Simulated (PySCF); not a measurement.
HfI3, SMILES [Hf+]([I])([I])[I], charge +1, multiplicity 1. Geometry optimised at B3LYP-D3(BJ)/def2-SVP. The multiplicity is an assumed one; no other spin state was optimised. The isomer is the one that the SMILES or the coordinates give; other isomers of the formula were not compared. The def2 effective core potentials stand for the cores of Hf, I; spin–orbit coupling is left out.

Computed equilibrium geometry at B3LYP-D3(BJ)/def2-SVP (PySCF confirms it by a frequency run) as Cartesian coordinates in Å, and its point group:
point group C3v.
```xyz
4

Hf     0.0000     0.0000     0.6331
I      2.1391     1.2350    -0.2867
I      0.0000    -2.4700    -0.2867
I     -2.1391     1.2350    -0.2867
```
Charge +1, spin multiplicity 1.
